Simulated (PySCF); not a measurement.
# Highest orbital energy against ionisation energy along the second row

Calculated with PySCF 2.14, no spin-orbit coupling. Each cell gives −ε(HOMO) / ΔSCF in eV; NIST values include spin-orbit coupling, (s) semi-empirical, (t) theoretical.

```json
{"species": "Be⁺ (x2c-TZVPPall, spin-free X2C)", "UHF": "18.128 / 18.125", "LDA": "14.293 / 18.242", "PBE": "14.460 / 18.481", "PBE0": "15.472 / 18.446", "r2SCAN": "14.609 / 18.174", "NIST (lowest levels)": "18.211"}
{"species": "B⁺ (x2c-TZVPPall, spin-free X2C)", "UHF": "23.781 / 23.447", "LDA": "19.404 / 24.550", "PBE": "19.500 / 24.606", "PBE0": "20.790 / 24.563", "r2SCAN": "19.727 / 24.260", "NIST (lowest levels)": "25.155"}
{"species": "C⁺ (x2c-TZVPPall, spin-free X2C)", "UHF": "24.871 / 24.166", "LDA": "17.794 / 24.762", "PBE": "17.946 / 24.849", "PBE0": "19.788 / 24.831", "r2SCAN": "18.636 / 25.000", "NIST (lowest levels)": "24.383"}
{"species": "N⁺ (x2c-TZVPPall, spin-free X2C)", "UHF": "30.373 / 29.203", "LDA": "21.990 / 30.045", "PBE": "22.013 / 29.894", "PBE0": "24.235 / 29.906", "r2SCAN": "22.788 / 30.132", "NIST (lowest levels)": "29.601 (s)"}
{"species": "O⁺ (x2c-TZVPPall, spin-free X2C)", "UHF": "36.203 / 34.573", "LDA": "26.427 / 35.573", "PBE": "26.360 / 35.271", "PBE0": "28.971 / 35.306", "r2SCAN": "27.288 / 35.477", "NIST (lowest levels)": "35.121"}
{"species": "F⁺ (x2c-TZVPPall, spin-free X2C)", "UHF": "35.644 / 33.395", "LDA": "26.149 / 35.245", "PBE": "26.432 / 35.408", "PBE0": "29.016 / 35.243", "r2SCAN": "27.020 / 35.102", "NIST (lowest levels)": "34.971"}
{"species": "Ne⁺ (x2c-TZVPPall, spin-free X2C)", "UHF": "42.087 / 39.266", "LDA": "31.217 / 41.408", "PBE": "31.224 / 41.124", "PBE0": "34.207 / 40.992", "r2SCAN": "32.009 / 41.120", "NIST (lowest levels)": "40.963"}
```

Problem. How far is −ε(HOMO) from ΔSCF on average for each method, and why?

Solution. UHF 1.27 eV; LDA -7.51 eV; PBE -7.39 eV; PBE0 -5.26 eV; r2SCAN -6.74 eV. Hartree-Fock orbital energies lack relaxation and so exceed the ΔSCF value; semilocal functionals have convex E(N) from self-interaction, so their HOMO lies far too high; exact exchange moves hybrids part of the way back.
